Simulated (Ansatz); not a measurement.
A structure relaxed at PBE-D4/def2-TZVP in Ansatz, charge 0, singlet:

```xyz
8

Cd   -0.264   -0.034    0.194
C     1.500   -0.051   -0.958
H     1.544    0.844   -1.591
H     1.523   -0.943   -1.598
H     2.377   -0.065   -0.298
N    -1.922   -0.191    1.371
H    -2.785   -0.127    0.823
H    -1.973    0.568    2.058
```

(1) Give its formula, name or SMILES.

(2) Summarise the bond lengths by kind (pairs closer than 1.2 times the sum of covalent radii, bridged metal pairs left out).

Results:

(1) CdMe(NH2) (CH5CdN).

(2) 1 × C–Cd 2.11 Å; 1 × Cd–N 2.04 Å; 3 × C–H 1.10 Å; 2 × H–N 1.02 Å. The metal has 2 neighbours: C 2.11 Å, N 2.04 Å.

In the def2 sets Cd takes a core potential; there is no spin–orbit coupling.
